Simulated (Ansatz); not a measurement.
Consider the homolysis of the Cl–Si bond: `CO[Si](O)([SiH3])Cl` → Cl• + `CO[Si](O)[SiH3]`•.

Gas-phase electronic energies from Ansatz, PBE0-D4/def2-TZVP geometries. CCSD(T)/CBS is the MP2 limit (def2-TZVPP, def2-QZVPP) plus CCSD(T) − MP2 in def2-TZVPP, frozen cores. This one scheme is used for every species, atoms too. DFT in def2-TZVPP. Open shells (•) are unrestricted, without spin–orbit coupling. Spin–orbit coupling would lower the free atoms: a little for Cl. Each species was taken in one conformer, which may not be the lowest.

```
              species  PBE0-D4 energy (Eh)
`CO[Si](O)([SiH3])Cl`          -1231.61453
                  Cl•           -459.99743
   `CO[Si](O)[SiH3]`•           -771.43395
```

Work out ΔE.

ΔE = (-459.99743) + (-771.43395) − (-1231.61453) = 0.18315 Eh = +114.9 kcal/mol. CCSD(T)/CBS gives +118.2 kcal/mol.

Largest T1 diagnostic among the species: 0.015.

In def2-TZVPP, CCSD(T) changes the Hartree–Fock value by +23.8 kcal/mol (the triples alone add +2.2 kcal/mol) and MP2 by +29.7 kcal/mol; breaking electron pairs costs correlation energy, which Hartree–Fock lacks. From PBE to PBE0 (25 % exact exchange), in def2-TZVPP and without D4, ΔE moves by +1.0 kcal/mol.
